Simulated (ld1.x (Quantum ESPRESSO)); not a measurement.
Ag (Z = 47): one change to a TM potential, before and after

```json
{"Element": "Ag (Z = 47)", "Generator": "ld1.x (Quantum ESPRESSO) 7.5", "Type": "norm-conserving Troullier–Martins (Kleinman–Bylander form)", "Functional": "LDA (PZ)", "Relativity": "scalar-relativistic", "Frozen core": "[Ar] 3d10 4s2", "Valence charge": "17", "Reference configuration": "4p6 4d10 5s1 5p0", "Partial waves": "4p (bound): rc 1.00 bohr; 4d (bound): rc 1.10 bohr; 5s (bound): rc 2.45 bohr", "Local potential": "the s channel", "Core correction": "none"}
```

All-electron outer shells of the reference configuration (LDA (PZ), scalar-relativistic, ld1.x):

```json
{"shell": "3d", "level (eV)": "-358.91", "outermost node (bohr)": "–", "outermost maximum (bohr)": "0.27"}
{"shell": "4s", "level (eV)": "-95.08", "outermost node (bohr)": "0.44", "outermost maximum (bohr)": "0.82"}
{"shell": "4p", "level (eV)": "-58.67", "outermost node (bohr)": "0.44", "outermost maximum (bohr)": "0.87"}
{"shell": "4d", "level (eV)": "-7.66", "outermost node (bohr)": "0.43", "outermost maximum (bohr)": "1.04"}
{"shell": "5s", "level (eV)": "-4.72", "outermost node (bohr)": "1.11", "outermost maximum (bohr)": "2.49"}
{"shell": "5p", "level (eV)": "-0.85", "outermost node (bohr)": "1.25", "outermost maximum (bohr)": "3.67"}
```

Change: wave 4d (bound): rc 1.10 bohr becomes 4d (bound): rc 1.34 bohr.

Cutoffs: the cutoffs (Ry, on a coarse ladder) from which the occupation-weighted sum of valence levels, in a spherical-Bessel basis at the reference potential, stays within 10 and 1 mRy of its value at 400 Ry; they do not see the model core or the augmentation charge, which bear on the density cutoff. Errors are all-electron minus pseudo energies relative to the spin-unpolarised reference configuration.

Task: What does the change do?

Result: The potential gets neither clearly harder nor softer (160 Ry and 200 Ry → 160 Ry and 200 Ry); the p channel sets the loose cutoff, while the largest relative change is in d, which becomes softer; the errors of the 9 common tests hardly move; neither file shows a bound ghost at the reference potential, the only one tested.

```csv
quantity,base,changed
"cutoff, loose",160 Ry,160 Ry
"cutoff, tight",200 Ry,200 Ry
loose cutoff by channel (10 mRy a level),"p 80 Ry, d 70 Ry, s 6 Ry","p 80 Ry, d 60 Ry, s 6 Ry"
bound ghosts,none,none
"error for 4p6 4d10 5s0 5p0, meV [ΔE 8.10 eV]",-11,-10
"error for 4p6 4d9 5s0 5p0, meV [ΔE 30.49 eV]",-80,-81
"error for 4p6 4d8 5s0 5p0, meV [ΔE 66.92 eV]",-397,-398
"error for 4p6 4d10 5s0.5 5p0, meV [ΔE 3.19 eV]",-2.4,-2.3
"error for 4p6 4d9 5s1 5p1, meV [ΔE 8.57 eV]",-768,-769
"error for 4p6 4d9 5s1 5p0, meV [ΔE 13.38 eV]",-75,-75
"error for 4p6 4d10 5s0 5p1, meV [ΔE 4.02 eV]",-485,-485
"error for 4p6 4d10 5s1 5p0 (spin-polarised), meV [ΔE -0.15 eV]",+0.3,+0.3
"error for 4p6 4d9 5s0 5p0 (spin-polarised), meV [ΔE 30.32 eV]",-54,-55
s: phases at 2.63 bohr within 0.05 rad from the reference energy up to (Ry; the scan ends near 5),2.8,2.8
p: phases at 2.63 bohr within 0.05 rad from the reference energy up to (Ry; the scan ends near 5),-0.9,-0.9
d: phases at 2.63 bohr within 0.05 rad from the reference energy up to (Ry; the scan ends near 5),0.9,0.9
```

Base: These tests converged, but a pseudo level misses the all-electron one widely, so the file describes the atom poorly there or has found another state: 4p6 4d8 5s0 5p0: empty 5p by 2.9 eV. Changed file: These tests converged, but a pseudo level misses the all-electron one widely, so the file describes the atom poorly there or has found another state: 4p6 4d8 5s0 5p0: empty 5p by 2.9 eV.
